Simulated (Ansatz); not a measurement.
Start from `C[N]([GeH3])[InH2]` and change one atom or group to get `CC[N](C)[InH2]`.

Ansatz, PBE0-D4/def2-TZVP geometries, multiplicity 1. Each molecule was computed in one conformer, which needn't be the lowest.

Elements past krypton have def2 core potentials. Scalar relativity is left out up to krypton.

```tsv
property	`C[N]([GeH3])[InH2]`
HOMO–LUMO gap (ωB97M-V/def2-TZVPP) / eV	8.77
size of the dipole moment (B3LYP/def2-TZVPP) / D	0.54
size of the dipole moment (ωB97M-V/def2-TZVPP) / D	0.63
LUMO energy (PBE/def2-TZVPP) / eV	-2.01
LUMO energy (PBE0/def2-TZVPP) / eV	-1.33
HOMO–LUMO gap (PBE/def2-TZVPP) / eV	3.32
```

(1) What does the change do to each property? (Estimate.)

Answers

(1) The calculation gave: 
```csv
property,`CC[N](C)[InH2]`,shift
HOMO–LUMO gap (ωB97M-V/def2-TZVPP) / eV,8.37,-0.40
size of the dipole moment (B3LYP/def2-TZVPP) / D,0.55,0.01
size of the dipole moment (ωB97M-V/def2-TZVPP) / D,0.40,-0.23
LUMO energy (PBE/def2-TZVPP) / eV,-1.84,0.17
LUMO energy (PBE0/def2-TZVPP) / eV,-1.18,0.15
HOMO–LUMO gap (PBE/def2-TZVPP) / eV,3.01,-0.31
```

With PBE0 the HOMO rises by 0.53 eV and the LUMO rises by 0.15 eV, so the gap narrows by about 0.38 eV. PBE moves the HOMO by 0.48 eV and ωB97M-V by 0.52 eV. The zero-point energy changes by 113.6 kJ/mol with +9 modes. Dipoles are sizes alone; their direction can turn.

B3LYP here is the variant with VWN-RPA as its local correlation; programs differ in this.
